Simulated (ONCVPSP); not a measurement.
## Cutoff test, rhodium (Rh), ONCV

```
Element                 : rhodium
Generator               : ONCVPSP 4.0.1
Type                    : optimised norm-conserving Vanderbilt (ONCV)
Functional              : revPBE
Relativity              : scalar-relativistic
Frozen core             : [Ar] 3d10
Valence charge          : 17
Reference configuration : 4s2 4p6 4d6 (charge +3)
Partial waves           : 4s: rc 1.10 bohr, ncon 4, nbas 9, qcut 5.6 1/bohr, 2 projectors, debl 1.3 Ha; 4p: rc 1.55 bohr, ncon 3, nbas 7, qcut 8.9 1/bohr, 2 projectors, debl 2 Ha; 4d: rc 1.10 bohr, ncon 4, nbas 8, qcut 8.2 1/bohr, 2 projectors, debl 3.2 Ha
Local potential         : polynomial inside 0.75 bohr (lpopt 4, dvloc0 0 Ha)
Core correction         : Teter function, fcfact 2.25, rcfact 1.45
```

In the s channel the program set the typed energies aside and used -4.354, 0.250 Ha. In the p channel the program set the typed energies aside and used -3.161, 0.250 Ha.

Problem. For each optimised wave give the share of its norm inside rc, the residual kinetic energy above qcut (Ha) and the cutoffs (Ha) for errors of 10, 1, 0.1 and 0.01 mHa per electron.

Solution.

```
         wave  norm inside rc  residual KE  10 mHa  1 mHa  0.1 mHa  0.01 mHa
           4s           0.681      5.0e-02    67.8  188.0    217.5     330.0
s projector 2           0.016      6.9e-03    14.0   35.9     89.4     189.6
           4p           0.896      4.4e-07    12.2   16.0     28.1      33.3
p projector 2           0.035      3.7e-07    10.0   13.6     26.0      32.9
           4d           0.346      4.8e-04    23.0   30.8     88.0     190.8
d projector 2           0.037      7.3e-04    20.7   31.6    120.2     243.9
```

The occupied waves need 188 Ha and 218 Ha for 1 and 0.1 mHa. 1 of 4 tests not solved or not reliable.
